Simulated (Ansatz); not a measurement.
C₂H₉InO₂ (`[CH3][In-]([CH3])([OH])[OH2+]`), relaxed with RKS PBE-D4/def2-SVP in the Gaussian-basis code of Ansatz from a rough embedded geometry. The force threshold is 0.03 eV/Å; the program also tests the step.

Total charge 0; spin multiplicity 1. In: def2 effective core potential.

Start:

```xyz
14

C     0.992   -1.301    1.015
In    0.119    0.418    0.102
C    -1.920   -0.071   -0.439
O     0.103    1.975    1.319
O     1.168    0.940   -1.545
H     1.667   -1.882    0.286
H     1.690   -0.992    1.850
H     0.260   -1.992    1.395
H    -2.249   -1.069    0.001
H    -2.014   -0.198   -1.575
H    -2.626    0.719   -0.127
H     0.996    1.912    1.798
H     0.590    1.484   -2.028
H     1.224    0.057   -2.052
```

```csv
step,energy (eV),largest force (eV/Å),largest move (Å)
1,-11475.4387,4.720,0.000
2,-11476.5564,1.364,0.195
3,-11476.7861,0.494,0.193
4,-11476.8468,0.957,0.193
5,-11476.8644,1.320,0.187
6,-11476.9250,0.364,0.200
7,-11476.9550,0.198,0.133
8,-11477.0079,0.876,0.197
9,-11477.0967,1.092,0.195
10,-11477.2094,0.729,0.195
11,-11477.2492,0.584,0.192
12 (rejected),-11477.1465,1.372,0.200
13,-11477.2898,0.107,0.096
14,-11477.2923,0.089,0.029
15 (rejected),-11477.2904,0.128,0.073
16,-11477.2937,0.021,0.035
17,-11477.2941,0.020,0.036
18,-11477.2943,0.043,0.040
19,-11477.2945,0.058,0.034
20,-11477.2948,0.066,0.042
21,-11477.2948,0.086,0.050
22,-11477.2954,0.060,0.021
23,-11477.2958,0.012,0.021
```

End:

```xyz
14

C     1.235   -1.507    1.210
In   -0.150   -0.151    0.237
C    -2.162   -0.130   -0.572
O     0.369    1.901    0.560
O     1.139    0.792   -1.546
H     1.921   -1.908    0.438
H     1.828   -0.960    1.968
H     0.706   -2.348    1.698
H    -2.854   -0.694    0.084
H    -2.184   -0.585   -1.581
H    -2.495    0.924   -0.630
H     1.022    2.041    1.271
H     1.024    1.543   -0.831
H     0.599    1.082   -2.305
```

Run time 40 s (4 threads of an Arm Neoverse V1 on a shared host); peak host memory 0.18 GiB.
